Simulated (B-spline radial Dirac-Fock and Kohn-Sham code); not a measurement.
# How the settings move the core levels of Pt²⁺

ΔSCF core binding energies without Breit or QED terms, calculated with a radial finite-basis atomic code. Keys: rel is the Hamiltonian (dirac, or spin-free x2c and nr, where L3 and M5 stand for the whole 2p and 3d shells), method is hf or an exchange,correlation pair (spin-unpolarised, also for the hole states), nuc the nuclear model, radius_factor scales its radius, rmax is the box in bohr, h the logarithmic mesh step, order the B-spline order, points the quadrature points per cell, c_factor scales the speed of light, and damp, ndamp, maxit and tol steer the iteration. The run stops when the commutator error falls below 10·tol·max(1, Z/10), or the numerical noise floor, and the energy has settled to about 1e-8 Ha; the virial ratio is −V/T.

Base input:

```json
{"items": [{"Z": 78, "q": 2, "cfg": [[1, 0, 2], [2, 0, 2], [2, 1, 6], [3, 0, 2], [3, 1, 6], [3, 2, 10], [4, 0, 2], [4, 1, 6], [4, 2, 10], [4, 3, 14], [5, 0, 2], [5, 1, 6], [5, 2, 8]], "A": 195, "rrms": 5.427, "do": "settings", "holes": ["K", "L3", "M5"],
  "settings": [{"rel": "dirac", "method": "hf", "nuc": "fermi", "radius_factor": 1.0, "rmax": 45.0, "h": 0.3, "order": 8, "points": 10, "c_factor": 1.0, "maxit": 60, "damp": 0.5, "ndamp": 3, "tol": 1e-08}]}]}
```

The ground state converged in 10 iterations, with total energy -18433.94331 Ha, virial ratio 1.87485 and highest orbital energy -31.13 eV. ΔSCF binding energies: K (1s) 78838.1 eV, L3 (2p3/2) 11627.7 eV. Holes are computed only in closed shells, and unreliable hole states are left out.

Changes from the base run:

```
                     changed setting  Δ total energy (Ha)  Δ K (eV)  Δ L3 (eV)  iterations
                 method = "rpbe,pbe"             -8.39941    +57.08     -42.90          10
                          damp = 0.0              0.00000      0.00       0.00          10
                      c_factor = 5.0          +1066.87640  -6932.06     -65.15          10
   h = 0.12; damp = 0.0; tol = 1e-06             -0.00013      0.00       0.00           8
rmax = 60.0; damp = 0.0; tol = 1e-06              0.00000      0.00       0.00           8
                           order = 9             -0.00007      0.00       0.00          10
                         rel = "x2c"                    ?         ?          ?           ?
```

Q: What does the change rel = "x2c" do?

A: The total energy moves by +24.55832 Ha and the binding energies by K -89.60 eV, L3 +510.47 eV; the run takes 10 iterations.
